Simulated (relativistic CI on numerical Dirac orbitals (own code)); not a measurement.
Ligand-field terms of d6

Computed with a parametric ligand-field model of a d^n configuration (Racah B and C, spin-orbit zeta, crystal field), exact diagonalisation.

Field parameters in Wybourne normalisation: Oh B⁴₀ = 21Dq, B⁴₄ = √(5/14) B⁴₀; Td as Oh with Dq negative (B⁴₀ = 21Dq, B⁴₄ = √(5/14) B⁴₀). The field is a parameter set, without covalency.

(1) Lowest levels for B = 940, C = 4080, ζ = 450 cm⁻¹, Oh, 10Dq = 14100 cm⁻¹?

(2) Lowest levels for B = 440, C = 1610, ζ = 680 cm⁻¹, Td, 10Dq = -9000 cm⁻¹?

(3) Lowest levels for B = 480, C = 2420, ζ = 870 cm⁻¹, Oh, 10Dq = 31350 cm⁻¹?

(4) Lowest levels for B = 940, C = 4530, ζ = 220 cm⁻¹, Td, 10Dq = -9850 cm⁻¹?

(5) Lowest levels for B = 920, C = 4250, ζ = 760 cm⁻¹, Oh, 10Dq = 26550 cm⁻¹?

Results:

(1) T2 0 (S 2.00), E 204 (S 2.00), T1 220 (S 2.00), A1 498 (S 1.99), T1 531 (S 2.00), T2 553 (S 2.00), A1 6032 (S 0.13), E 9116 (S 1.00), T2 9147 (S 1.00) cm⁻¹, with S from ⟨S²⟩ = S(S + 1). The ground level has 2.00 electrons in the cubic e pair.

(2) A1 0 (S 1.84), E 9 (S 1.74), T1 62 (S 1.84), T2 200 (S 1.77), A2 527 (S 2.00), T2 1350 (S 1.31), E 1566 (S 1.36), T1 2112 (S 1.24), A1 2291 (S 1.23) cm⁻¹, with S from ⟨S²⟩ = S(S + 1). The ground level has 3.18 electrons in the cubic e pair; its S is far from a half-integer, so spin-orbit coupling mixes spin states.

(3) A1 0 (S 0.01), E 24123 (S 1.00), T2 24196 (S 1.00), T1 24704 (S 1.00), A1 25104 (S 1.00), T1 27602 (S 0.95), E 27876 (S 1.00), T2 28353 (S 1.00), A2 28615 (S 1.00) cm⁻¹, with S from ⟨S²⟩ = S(S + 1). The ground level has 0.03 electrons in the cubic e pair.

(4) A1 0 (S 2.00), T1 3 (S 2.00), E 6 (S 2.00), T2 10 (S 2.00), A2 13 (S 2.00), T2 9694 (S 2.00), T1 9807 (S 2.00), E 9807 (S 2.00), T2 9971 (S 2.00) cm⁻¹, with S from ⟨S²⟩ = S(S + 1). The ground level has 3.00 electrons in the cubic e pair.

(5) A1 0 (S 0.03), E 14394 (S 1.09), T2 14415 (S 1.09), T1 14739 (S 1.18), A1 14999 (S 1.24), T2 16500 (S 1.99), T1 16867 (S 1.96), E 17013 (S 1.92), T2 17707 (S 1.95) cm⁻¹, with S from ⟨S²⟩ = S(S + 1). The ground level has 0.06 electrons in the cubic e pair.
